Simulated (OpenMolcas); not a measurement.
**Predicting a hybrid from its neighbours: SiNH4ClO**

SiNH4ClO: 8 atoms, total charge 0, spin state singlet. SMILES: `N[SiH](O)Cl`. Geometry: relaxed at PBE0-D4/def2-TZVP. This is one conformer, not always the lowest.

The HOMO–LUMO gap y, in eV, basis 6-31G(d); a is the functional's share of exact exchange. Programs: OpenMolcas 26.06.

| functional | program | a | y (eV) |
| --- | --- | --- | --- |
| revPBE | OpenMolcas | 0 | 6.81 |
| TPSS | OpenMolcas | 0 | 7.11 |
| B3LYP | OpenMolcas | 0.2 | 8.65 |
| PBE0 | OpenMolcas | 0.25 | ? |
| BHLYP | OpenMolcas | 0.5 | 11.56 |

Problem. Fit y = c + s·a to the known rows and predict PBE0.

Solution. 
1. Means of the 4 rows: a = 0.1750, y = 8.533.
2. Σ(Δa)² = 0.1675, Σ(Δa·Δy) = 1.5373, so the slope is 1.5373/0.1675 = 9.1779.
3. Intercept: 8.533 − (9.1779) × 0.1750 = 6.927. The largest residual of the fit is 0.18.
4. PBE0: 6.927 + (9.1779) × 0.25 = 9.22 eV.

The run gave 9.27 eV, so the prediction is off by -0.05 eV, within the largest residual. Exact exchange lowers occupied levels and raises empty ones. The rows mix families of semi-local functionals, which the line can't see.
